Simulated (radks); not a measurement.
Problem. These are the eigenvalues of the occupied orbitals of an atom or ion with whole-number occupations (hartree). All-electron calculation, scalar-relativistic Kohn-Sham, PBE, spin-unpolarised, spherical densities, finite nucleus; Fermi nuclear charge, rms radius of each element as measured or else 0.836 A^(1/3) + 0.57 fm. Program: a radial shooting solver on a logarithmic mesh with Libxc functionals.

orbital  eigenvalue
1s        -328.2271
2s        -41.81267
2p        -36.48712
3s         -6.73815
3p         -5.14470
3d         -2.55666
4p         -1.17646

Which element is it, and in what charge state? The configuration may be excited.

Solution. Z = 29, copper, charge +3: Cu3+ in [Ne] 3s2 3p4 3d8 4p2. The list shows which subshells hold electrons but not how many an open one holds; the 1s level, -328.23 hartree, gives Z - s = 25.6 by -(Z - s)^2/2, which with screening and relativity narrows Z to a few neighbours, and the depths of the outer levels then fix element, charge and occupations together.
